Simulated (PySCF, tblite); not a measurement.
Species: C₂H₈O₂SSi₂.
Geometry (GFN2-xTB, Å), atoms numbered from 1 in this order:
```
atom  x, y, z in Å
Si1   -2.7662   -0.1872    0.1037
O2    -1.2635   -0.7095   -0.2689
C3    -0.0587   -0.2004    0.1040
C4     1.0631   -1.0381   -0.5135
O5     2.2826   -0.3707   -0.4675
Si6    2.2857    1.2427   -0.6782
S7     0.1793    1.5501   -0.4369
H8    -3.0175    1.1385   -0.4512
H9    -2.9318   -0.1482    1.5597
H10   -3.4886   -1.2702   -0.5427
H11    0.0379   -0.1754    1.1986
H12    1.1631   -1.9790    0.0353
H13    0.7853   -1.2611   -1.5502
H14    3.0677    1.7950    0.4107
H15    2.6569    1.6214   -2.0303
```

Level of theory: CAM-B3LYP/def2-SVPD in PySCF (dipole) on a GFN2-xTB geometry, gas phase.

Take the most abundant isotopes and a rigid rotor. The values belong to one conformer with, in the numbering `[SiH3:1][O:2][C@H:3]1[CH2:4][O:5][SiH2:6][S:7]1`, Si1–O2–C3–C4 180°, O2–C3–C4–O5 164°, C3–C4–O5–Si6 -36°, C4–O5–Si6–S7 14°, O5–Si6–S7–C3 9°.

Q: What are A, B and C (MHz)?

A: Ia = 136.18, Ib = 574.29, Ic = 685.52 u·Å²; 505379 MHz·u·Å²/I gives A = 3711, B = 880.0, C = 737.2 MHz.

Q: What kind of rotor is it?

A: A near-prolate asymmetric top; Ray's κ = -0.904.

Q: What does the inertial defect say?

A: Not planar: Δ = Ic − Ia − Ib = -24.96 u·Å². For a rigid frame Δ = −2 Σ m c², so Σ m c² = 12.48 u·Å² lies off the ab plane: 9.83 from hydrogen and 2.64 from heavier atoms. The atom farthest from that plane is 1.46 Å away.

Q: Give the other two planar moments, Paa and Pbb, and the rms extents of the mass along the axes.

A: Paa = Σ m a² = (Ib + Ic − Ia)/2 = 561.81 and Pbb = Σ m b² = (Ia + Ic − Ib)/2 = 123.70 u·Å². With the mass M = 151.98 u, the rms extents √(P/M) along a, b and c are 1.92, 0.90, 0.29 Å.

Q: Predict some low-J microwave lines.

A: The dipole components are |μa| = 0.22 D, |μb| = 0.22 D, |μc| = 0.48 D. Intensities carry the squares of the components, which stand as 0.20 : 0.20 : 1.00 (a : b : c). Some lines, for components of 0.1 D or more:

| type | branch | J(Ka,Kc) | MHz | lower level (cm⁻¹) |
| --- | --- | --- | --- | --- |
| b | R | 2(0,2) ← 1(1,1) | 398 | 0.148 |
| a | Q | 2(1,1) ← 2(1,2) | 428 | 0.252 |
| a | R | 1(0,1) ← 0(0,0) | 1617 | 0.000 |
| c | Q | 2(1,2) ← 2(0,2) | 2693 | 0.162 |
| c | Q | 1(1,1) ← 1(0,1) | 2831 | 0.054 |
| b | Q | 1(1,0) ← 1(0,1) | 2974 | 0.054 |
| a | R | 2(1,2) ← 1(1,1) | 3092 | 0.148 |
| b | Q | 2(1,1) ← 2(0,2) | 3122 | 0.162 |
| a | R | 2(0,2) ← 1(0,1) | 3229 | 0.054 |
| a | R | 2(1,1) ← 1(1,0) | 3377 | 0.153 |
| b | R | 1(1,1) ← 0(0,0) | 4448 | 0.000 |
| c | R | 1(1,0) ← 0(0,0) | 4591 | 0.000 |
| b | R | 2(1,2) ← 1(0,1) | 5923 | 0.054 |
| c | R | 2(1,1) ← 1(0,1) | 6351 | 0.054 |
| c | Q | 2(2,1) ← 2(1,1) | 8493 | 0.266 |
| b | Q | 2(2,0) ← 2(1,1) | 8498 | 0.266 |
| b | Q | 2(2,1) ← 2(1,2) | 8921 | 0.252 |
| b | R | 2(2,1) ← 1(1,0) | 11870 | 0.153 |
| c | R | 2(2,0) ← 1(1,0) | 11876 | 0.153 |
| c | R | 2(2,1) ← 1(1,1) | 12013 | 0.148 |
| b | R | 2(2,0) ← 1(1,1) | 12018 | 0.148 |

Q: Estimate the classical rotational partition function at 10 K, 100 K and 200 K.

A: Point group C1, symmetry number σ = 1; q = (√π/σ)·√((kT/h)³/(ABC)), k/h = 20836.6 MHz/K: 3440 at 10 K, 109000 at 100 K, 307000 at 200 K.

Its GFN2-xTB frequencies are all real (lowest 43 cm⁻¹). No vibrational averaging or centrifugal distortion is included, and the geometry carries the error of its method. A rigid rotor knows nothing of internal rotation, which can split or shift real lines.

Time: 65 s wall; peak memory 1.1 GiB. Hardware: an Arm Neoverse V1 with one thread, no GPU, shared host with 32 logical CPUs at a one-minute load of 20. This is the CAM-B3LYP/def2-SVPD job that gave the dipole, with the excitations it also computed.
